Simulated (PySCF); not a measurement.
C7H6F (doublet state).
Geometry (GFN2-xTB, Å), atoms numbered from 1 in this order:
```
atom  x, y, z in Å
C1     2.6482    0.3751    1.1071
C2     1.7476   -0.2124    0.5782
C3     0.6625   -0.8904   -0.0529
C4     0.1437   -0.4000   -1.3893
C5    -0.6655   -0.1999   -0.1591
C6    -1.3254    0.9526    0.5738
C7    -1.9984   -0.3471    0.3402
F8    -3.1207   -0.5401   -0.3806
H9     3.4441    0.8723    1.5750
H10    0.6423   -1.9596    0.1304
H11    0.6122    0.4752   -1.8176
H12   -0.1840   -1.1319   -2.1131
H13   -0.9734    1.1768    1.5715
H14   -1.6339    1.8290    0.0141
```

The species is `C#C[C@@H]1C[C@]12C[C]2F` [radical].

Method: UKS B3LYP, pcH-1 on C F H, non-relativistic, mean-field spin-orbit, GIAO (PySCF). Isolated species at its GFN2-xTB geometry, gas phase. Couplings are sensitive to structure, and on GFN2-xTB geometries they can be far from those on DFT ones.

Problem. How many α and β electrons are there, and what is ⟨S²⟩ of the pure spin state?

Solution. 57 electrons with 2S = 1: 29 α and 28 β; S(S+1) = 0.75.

Mulliken spin populations, one withheld:

```csv
atom,bound to,population
C1,"C2, H9",+0.0108
C2,"C1, C3",-0.0075
C3,"C2, C4, C5, H10",+0.0384
C4,"C3, C5, H11, H12",+0.0248
C5,"C4, C6, C3, C7",-0.0097
C6,"C5, C7, H13, H14",+0.0166
C7,"C6, F8, C5",?
F8,C7,+0.0681
H9,C1,-0.0004
H10,C3,+0.0049
H11,C4,+0.0065
H12,C4,-0.0002
H13,C6,+0.0169
H14,C6,+0.0138
```

Problem. Fill in the missing population.

Solution. 1 − (0.1830) gives +0.817, since all populations sum to 2S.

Problem. Sum the populations by element and by sign.

Solution. Carbon +0.89, fluorine +0.07, hydrogen +0.04. The positive populations sum to 1.02, the negative ones to -0.02.

Problem. The run gives ⟨S²⟩ = 0.7529. What does that say of the overlap of α and β orbitals, and of the weight of higher spin?

Solution. Σ|⟨iα|jβ⟩|² over occupied orbitals = Nβ − [⟨S²⟩ − S(S+1)] = 28 − 0.0029 = 27.9971. If the quartet state (S + 1) were the only admixture, its weight would be 0.0029/(2S + 2) = 0.10 %. For Kohn–Sham this describes the determinant of the orbitals, not the true wave function.

Problem. What Fermi-contact NMR shifts do the couplings of C1, C2, C3, C4, C5, H9, H10 imply at 298 K (Curie law, g = gₑ)?

Solution. δ = a_FC·h·gₑ μB S(S+1)/(3 g_N μN kT), with k/h = 20836.6 MHz/K:

```csv
nuclei,isotope,a_FC (MHz),g_N,contact shift (ppm)
C1,13C,0.55,1.4048,+58
C2,13C,-3.62,1.4048,-382
C3,13C,23.72,1.4048,+2499
C4,13C,4.17,1.4048,+439
C5,13C,-6.84,1.4048,-721
H9,1H,-0.81,5.5857,-21
H10,1H,3.63,5.5857,+96
```

All at the stated temperature.

The spin density at the nucleus, in bohr⁻³, is negative for C5 (-0.0061) and C2 (-0.0032), for instance. A restricted open-shell determinant has no negative spin density anywhere; here it arises because α and β orbitals differ (spin polarisation).
